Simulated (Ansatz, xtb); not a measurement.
## Two structures of CMgO2

We compare X, a singlet given by its coordinates, with Y, a triplet given by its coordinates. Both are isolated molecules in the gas phase, relaxed with B3LYP-D3(BJ)/def2-SVP.

X (Å):

```yaml
atoms:
  - { symbol: C, position_ang: [1.0495, -1.5171, 0.2775] }
  - { symbol: Mg, position_ang: [0.5996, -0.5983, -1.8955] }
  - { symbol: O, position_ang: [0.4629, -2.2776, -0.4850] }
  - { symbol: O, position_ang: [1.4454, -0.3673, 0.1193] }
```

Close contacts (Å): C1–Mg2 2.40, C1–O3 1.23, C1–O4 1.23, Mg2–O3 2.20, Mg2–O4 2.20.

Y (Å):

```yaml
atoms:
  - { symbol: C, position_ang: [1.0623, -1.5320, 0.3168] }
  - { symbol: Mg, position_ang: [0.5780, -0.6248, -1.8147] }
  - { symbol: O, position_ang: [0.4359, -2.2622, -0.4821] }
  - { symbol: O, position_ang: [1.4564, -0.3666, 0.0928] }
```

Close contacts (Å): C1–Mg2 2.37, C1–O3 1.25, C1–O4 1.25, Mg2–O3 2.12, Mg2–O4 2.12.

Question: Estimate E(Y) − E(X) at the level CCSD(T)/def2-TZVPP.

Answer: Calculated at CCSD(T)/def2-TZVPP: E(Y) − E(X) = +0.573 eV, so structure X lies lower.

The same difference at several levels:

```json
{"level": "B3LYP-D3(BJ)/def2-SVP", "geometry": "B3LYP-D3(BJ)/def2-SVP", "E(Y) − E(X) (eV)": "+0.499", "departure from the last row (eV)": "−0.074", "job, with rough time for the two": "optimisation, 1.8 min"}
{"level": "HF/def2-TZVPP", "geometry": "B3LYP-D3(BJ)/def2-SVP", "E(Y) − E(X) (eV)": "−1.584", "departure from the last row (eV)": "−2.157", "job, with rough time for the two": "part of the CCSD(T) run"}
{"level": "MP2/def2-TZVPP", "geometry": "B3LYP-D3(BJ)/def2-SVP", "E(Y) − E(X) (eV)": "+0.708", "departure from the last row (eV)": "+0.135", "job, with rough time for the two": "part of the CCSD(T) run"}
{"level": "CCSD(T)/def2-TZVPP", "geometry": "B3LYP-D3(BJ)/def2-SVP", "E(Y) − E(X) (eV)": "+0.573", "departure from the last row (eV)": "", "job, with rough time for the two": "single point, 5.3 min"}
```

HF/def2-TZVPP puts the two in the other order. The largest departure from CCSD(T)/def2-TZVPP is that of HF/def2-TZVPP, 2.157 eV. The closed-shell reference of X is unstable towards spin breaking, so its energies are less sure. Levels run at GFN2-xTB geometries aren't shown.

With harmonic frequencies from B3LYP-D3(BJ)/def2-SVP (ideal gas, rigid rotor, one conformer each, 298.15 K, 1 atm): the zero-point term adds +0.006 eV; ΔH is +0.573 and ΔG +0.561 eV.

Open shells are spin-unrestricted. The correlated steps freeze 4 core orbitals; the last core shell of Mg is correlated, in a basis made for valence electrons. ΔG holds the spin degeneracy. Programs: Ansatz 0.2.0; the last row on 1 thread of AMD EPYC (Zen 3) on a shared host.
